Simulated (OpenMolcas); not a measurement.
Ir5+ among 4 point charges of -1 e arranged as a square (D4h).

* Program: OpenMolcas 26.06
* Method: SS-CASPT2, IPEA 0.25 Eh, imaginary shift 0.1 Eh (closed shells correlated: 5s 5p)
* Basis: ANO-RCC-VDZP [7s6p4d2f]
* Scalar Hamiltonian: DKH2, point nucleus
* Active space: 4 electrons in 5 orbitals (5d)
* State averaging: 2S+1 = 5 even, 5 roots; 2S+1 = 3 even, 45 roots; 2S+1 = 1 even, 50 roots
* Spin-orbit coupling: RASSI with atomic mean-field integrals over the reference wave functions

All point charges move together. At R = 1.61 Å the first state of the same spin is 10970 cm-1, and at R = 1.78 Å it is 6930 cm-1.

Task: A third run gives 5360 cm-1. What distance was it run at?

Result: With a power law R^-n the two known points give n = -ln(6930 / 10970) / ln(1.78 / 1.61) = 4.58. Then R = 1.61 × (10970 / 5360)^(1/4.58) = 1.883 Å. The run was at 1.88 Å, so the estimate is off by +0.003 Å.

Point charges give a weaker field than real ligands, and real ions of this kind are as a rule low spin; the high spin found here belongs to the model. Free-ion shares, where given, are those of the reference states; single-state CASPT2 does not remix them. Spin-orbit coupling mixes the spin-free states strongly: the lowest level takes only 55 % from its leading state, 5B1 (figures for R = 1.61; the like holds for R = 1.78, R = 1.88). Point charges carry no covalency, so the field is a model and not that of real ligands. No measured value stands beside these numbers.
